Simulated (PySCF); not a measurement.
`C1=CC(=C2C=C2)C=C1`, C8H6

Cartesian coordinates in Å; atom numbers follow the order of the lines, from 1:
```xyz
14

C    -1.3110   -0.3607    1.1569
C    -0.3290   -0.9427    0.4061
C     0.0557    0.0111   -0.6210
C     0.9995   -0.1731   -1.5750
C     1.9995   -0.9517   -2.2227
C     1.7550    0.2630   -2.6995
C    -0.7607    1.1991   -0.4339
C    -1.5784    0.9671    0.6358
H    -1.8181   -0.8118    2.0110
H     0.1021   -1.9355    0.5340
H     2.5675   -1.8771   -2.2912
H     1.9816    1.0333   -3.4338
H    -0.7113    2.0984   -1.0478
H    -2.3163    1.6609    1.0410
```

Level of theory: quadratic response CAM-B3LYP/aug-cc-pVDZ first hyperpolarisability, Taylor convention, gas phase (PySCF 2.14.0). Geometry: PBE0-D3(BJ)/def2-SVP.

Question: Give the tensor of the second harmonic β(−2ω;ω,ω) at 1064 nm in the axes of these coordinates.

Answer: In au, Taylor convention; rows are the first index (the induced dipole):
|  | xx | yy | zz | xy | xz | yz |
| --- | --- | --- | --- | --- | --- | --- |
| x | +40.2 | +25.7 | -61.4 | +31.2 | +66.6 | -25.6 |
| y | +36.4 | -4.6 | -32.8 | -11.8 | -13.2 | +2.1 |
| z | +56.6 | -39.7 | -21.3 | -6.0 | -75.1 | -17.6 |

Norm of βᵢ = ⅓ Σⱼ (βᵢⱼⱼ + βⱼᵢⱼ + βⱼⱼᵢ): 42.7 au, hyper-Rayleigh value 60.5 au.
